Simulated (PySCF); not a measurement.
Excitations are Tamm–Dancoff values on a coarser integration grid. The basis has no diffuse functions, so Rydberg states are missing or too high.

Z-matrix (Å, degrees):
```
Si
F 1 1.5887
C 1 1.6828 2 124.34
H 3 1.0819 1 124.81 2 0.04
H 3 1.0843 4 116.81 1 -179.72
H 1 1.4709 2 108.58 3 179.80
```
Charge 0, spin multiplicity 1.

Q: What is the computed HOMO–LUMO gap, T1 excitation (TDA), dipole moment, HOMO and LUMO (PySCF with PBE0-D3(BJ)/def2-TZVP)?

A: 
```
Item                    Value
-------------------  --------
HOMO–LUMO gap         5.89 eV
T1 excitation (TDA)   3.12 eV
dipole moment          1.07 D
HOMO                 -6.66 eV
LUMO                 -0.77 eV
```
